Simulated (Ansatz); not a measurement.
Input (CCSDT(Q)/def2-QZVPP; Ansatz, a quantum-chemistry and plane-wave program): A basis named .json is the Basis Set Exchange file of that set.

Ansatz 0.2 input:
```yaml
crystal:
  periodic: [false, false, false]
  atoms:
    - {symbol: Ba, position_ang: [-0.00000000, -0.00000000, -0.28999881]}
    - {symbol: F, position_ang: [0.00000000, 0.00000000, 1.80443702]}
basis:
  gaussian:
    orbitals: def2-QZVPP.json
total_charge: 1
magnetization: {spin_polarized: false}
correlation: {method: ccsdt_q, electrons: outside_noble_gas}
```

Output:

```
Functional definition: HF
integrals: 0.27 GiB planned
1458 factors; integrals over basis functions are off by at most 1.9e-7 eV
mean field: 0.36 GiB planned
mean field evaluation 1: about -3374.8147 eV, gradient 9.5e1 eV
mean field evaluation 2: about -3374.8189 eV, gradient 9.5e1 eV
mean field evaluation 4: about -3388.0767 eV, gradient 8.4e0 eV
mean field evaluation 8: about -3388.2072 eV, gradient 7.3e-2 eV
mean field evaluation 16: about -3372.3494 eV, gradient 1.0e2 eV
mean field -3388.20724960 eV, -124.5143198133 hartree, gradient 2.6e-6 eV, S^2 0.000000; 0 other end points of the search recorded, 0 dependent functions left out
5 core orbitals not correlated, not the lowest: weight in the atoms' cores, before any rotation towards them, 0.863 or more for the frozen orbitals, at most 0.126 for the correlated occupied ones
reference -3388.20724960 eV, -124.5143198133 hartree; 4, 4 occupied and 108, 108 virtual orbitals, 1458 factors
second order -8.28465789 eV of doubles, -0.00000000 eV of singles
coupled cluster: 1.85 GiB planned
cycle   1  -7.88191651 eV  change    4.0e-1 eV  update   8.7e-2
cycle   2  -8.18928468 eV  change   -3.1e-1 eV  update   6.6e-2
cycle   3  -8.34339245 eV  change   -1.5e-1 eV  update   1.4e-2
cycle   4  -8.37727722 eV  change   -3.4e-2 eV  update   7.3e-3
cycle   5  -8.35370087 eV  change    2.4e-2 eV  update   4.0e-3
cycle   6  -8.34533254 eV  change    8.4e-3 eV  update   1.4e-3
cycle   7  -8.34559737 eV  change   -2.6e-4 eV  update   6.9e-4
cycle   8  -8.34654201 eV  change   -9.4e-4 eV  update   2.0e-4
cycle   9  -8.34682540 eV  change   -2.8e-4 eV  update   1.0e-4
cycle  10  -8.34664251 eV  change    1.8e-4 eV  update   3.2e-5
cycle  11  -8.34668954 eV  change   -4.7e-5 eV  update   1.9e-5
cycle  12  -8.34669030 eV  change   -7.6e-7 eV  update   5.9e-6
cycle  13  -8.34668221 eV  change    8.1e-6 eV  update   3.4e-6
cycle  14  -8.34667965 eV  change    2.6e-6 eV  update   1.0e-6
cycle  15  -8.34667895 eV  change    6.9e-7 eV  update   5.4e-7
perturbative correction -0.01014124 eV, -0.0003726837 hartree
Total energy: -3396.56406979 eV, -124.8214272910 hartree
```
